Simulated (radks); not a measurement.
Initial-state core-level shifts of the barium ion Ba+ when its valence configuration changes from [Xe] 6s1. All-electron calculation, scalar-relativistic Kohn-Sham, PBE, spin-polarised, spherical densities, point nucleus; open shells are filled with parallel spins first (spin-orbit coupling, left out, can overturn this in heavy ions). Program: a radial shooting solver on a logarithmic mesh with Libxc functionals. Shifts are changes of the shell-averaged eigenvalues in eV (positive: less bound).

valence          2p      3d      5s      5p
6p1          -1.116  -1.121  -1.087  -1.044
4f0.5 6s0.5  +2.520  +2.813  +1.598  +1.341
4f1          +3.065  +3.490  +1.792  +1.434
6s0.5 6p0.5  -0.558  -0.561  -0.545  -0.525
